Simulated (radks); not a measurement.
Q: These are the eigenvalues of the occupied orbitals of an atom or ion with whole-number occupations (eV). All-electron calculation, Dirac Kohn-Sham, LDA (Slater exchange, Perdew-Wang correlation), spin-unpolarised, spherical densities, point nucleus. Program: a radial shooting solver on a logarithmic mesh with Libxc functionals.

1s1/2: -1883.975
2s1/2: -229.7061
2p1/2: -188.4933
2p3/2: -187.7748

Which element is it, and in what charge state? The configuration may be excited. Open shells, if any, are shared by 2j + 1.

A: Z = 14, silicon, charge +5: Si5+ in [He] 2s2 2p5. The list shows which subshells hold electrons but not how many an open one holds; the 1s level, -69.235 hartree, gives Z - s = 11.8 by -(Z - s)^2/2, which with screening and relativity narrows Z to a few neighbours, and the depths of the outer levels then fix element, charge and occupations together.
